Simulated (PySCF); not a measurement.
# C₆ coefficients of unlike pairs at PBE0

Calculated with PySCF 2.14 from the dipole response of each species, C₆(A,B) = (3/π) ∫ α_A(iu) α_B(iu) du, in atomic units, from isotropic polarisabilities. For ions this is the dispersion term alone; charge-induced terms of lower order in 1/R come first.

```json
{"species": "Pb²⁺", "configuration": "[Xe] 4f14 5d10 6s2 (1S)", "basis": "def2-QZVPPD with the def2 core potential (60 electrons) (8s6p5d4f1g)", "relativity": "core potential", "α (bohr³)": "13.77", "C₆ (like pair)": "95.46"}
{"species": "Cd²⁺", "configuration": "[Kr] 4d10 (1S)", "basis": "aug-cc-pwCVDZ-PP with ECP28MDF (6s6p5d3f)", "relativity": "core potential", "α (bohr³)": "4.954", "C₆ (like pair)": "24.40"}
{"species": "Au⁺", "configuration": "[Xe] 4f14 5d10 (1S)", "basis": "aug-cc-pwCVTZ-PP with ECP60MDF (8s8p7d4f3g)", "relativity": "core potential", "α (bohr³)": "13.44", "C₆ (like pair)": "99.88"}
{"species": "Rh⁺", "configuration": "[Kr] 4d8 (3F)", "basis": "def2-QZVPPD with the def2 core potential (28 electrons) (7s5p4d4f2g)", "relativity": "core potential", "α (bohr³)": "13.16", "C₆ (like pair)": "81.98"}
```

(1) Estimate C₆ for Rh⁺ with Pb²⁺.

No spin-orbit coupling is included.

The other pairs:

```
      pair     C₆
 Au⁺, Cd²⁺  48.06
 Au⁺, Pb²⁺  97.53
  Rh⁺, Au⁺  90.33
 Rh⁺, Cd²⁺  42.94
Cd²⁺, Pb²⁺  46.62
```

## Answers

(1) The integral gives 88.41. The combination rule 2 C_A C_B / (C_A α_B/α_A + C_B α_A/α_B) gives 88.42 and the geometric mean 88.46.
